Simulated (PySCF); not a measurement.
C7H10ClF.
Structure used (PBE0-D3(BJ)/def2-SVP), in Å, numbered top down from 1:
```xyz
19
C7H10ClF angstrom
F     -0.2138    0.9553    0.2208
C     -0.5141    0.2331   -0.9271
C     -1.9873   -0.1242   -0.8903
C     -2.2724   -1.2835    0.0507
C     -1.5846   -2.5541   -0.4244
Cl    -2.4124   -3.1508   -1.9283
C     -0.1251   -2.3564   -0.7344
C      0.7753   -1.6759    0.2468
C      0.4033   -0.9726   -1.0267
H     -0.3179    0.9058   -1.7777
H     -2.3122   -0.4002   -1.9062
H     -2.5521    0.7724   -0.5947
H     -1.9112   -1.0426    1.0650
H     -3.3526   -1.4684    0.1370
H     -1.7191   -3.3700    0.2998
H      0.3127   -3.1749   -1.3119
H      0.3499   -1.2729    1.1689
H      1.7955   -2.0519    0.3509
H      1.1823   -0.9031   -1.7904
```

Computed, not measured: PBE0-D3(BJ)/def2-SVP geometry optimisation, gas phase in PySCF 2.14.0.

Masses are those of the commonest isotopes; rigid-rotor values at the optimised geometry. The values belong to one conformer with, in the numbering `[F:1][C@@H:2]1[CH2:3][CH2:4][C@@H:5]([Cl:6])[C@@H:7]2[CH2:8][C@H:9]12`, F1–C2–C3–C4 -77°, C2–C3–C4–C5 -64°, C3–C4–C5–Cl6 -71°, C4–C5–C7–C8 50°.

Q: Give the principal moments of inertia and the rotational constants in GHz.

A: Ia = 203.68, Ib = 486.14, Ic = 576.53 u·Å²; 505379 MHz·u·Å²/I gives 2481, 1040 and 876.6 MHz, that is A = 2.4813, B = 1.0396, C = 0.8766 GHz.

Q: What kind of rotor is it?

A: An asymmetric top; Ray's κ = -0.797.

Q: Is it planar, by Δ = Ic − Ia − Ib?

A: Not planar: Δ = Ic − Ia − Ib = -113.29 u·Å². For a rigid frame Δ = −2 Σ m c², so Σ m c² = 56.64 u·Å² lies off the ab plane: 17.33 from hydrogen and 39.31 from heavier atoms. The atom farthest from that plane is 1.84 Å away.

Q: Give the other two planar moments, Paa and Pbb, and the rms extents of the mass along the axes.

A: Paa = Σ m a² = (Ib + Ic − Ia)/2 = 429.49 and Pbb = Σ m b² = (Ia + Ic − Ib)/2 = 147.03 u·Å². With the mass M = 148.05 u, the rms extents √(P/M) along a, b and c are 1.70, 1.00, 0.62 Å.

Q: Where do the levels up to J = 2 lie, in MHz?

A: Above 0(0,0):
J = 1: 1(0,1) 1916, 1(1,1) 3358, 1(1,0) 3521
J = 2: 2(0,2) 5735, 2(1,2) 7027, 2(1,1) 7516, 2(2,1) 11841, 2(2,0) 11854
Those of J = 1 are B + C, A + C and A + B.

Q: Which lines would a microwave search look for?

A: The dipole components are |μa| = 0.25 D, |μb| = 0.61 D, |μc| = 0.19 D. Intensities carry the squares of the components, which stand as 0.17 : 1.00 : 0.10 (a : b : c). Some lines, for components of 0.1 D or more:

```csv
type,branch,"J(Ka,Kc)",MHz,lower level (cm⁻¹)
b,Q,"1(1,0) ← 1(0,1)",1605,0.064
b,R,"1(1,1) ← 0(0,0)",3358,0.000
a,R,"2(0,2) ← 1(0,1)",3819,0.064
b,Q,"2(2,0) ← 2(1,1)",4338,0.251
b,R,"2(1,2) ← 1(0,1)",5111,0.064
a,R,"3(0,3) ← 2(0,2)",5697,0.191
a,R,"3(2,1) ← 2(2,0)",5800,0.395
a,R,"3(1,2) ← 2(1,1)",5985,0.251
b,R,"3(1,3) ← 2(0,2)",6788,0.191
b,R,"2(2,1) ← 1(1,0)",8320,0.117
b,R,"2(2,0) ← 1(1,1)",8496,0.112
c,R,"3(2,1) ← 2(1,1)",10138,0.251
```

Q: Estimate the classical rotational partition function at 25 K, 200 K and 500 K.

A: Point group C1, symmetry number σ = 1; q = (√π/σ)·√((kT/h)³/(ABC)), k/h = 20836.6 MHz/K: 14000 at 25 K, 317000 at 200 K, 1250000 at 500 K.

Not checked by PBE0-D3(BJ)/def2-SVP frequencies. No vibrational averaging or centrifugal distortion is included, and the geometry carries the error of its method. Quadrupole hyperfine structure (35Cl) is left out.

Cost: about 5 min of CPU time on one thread; the machine was shared, so the figure is rough. These figures are those of the optimisation.
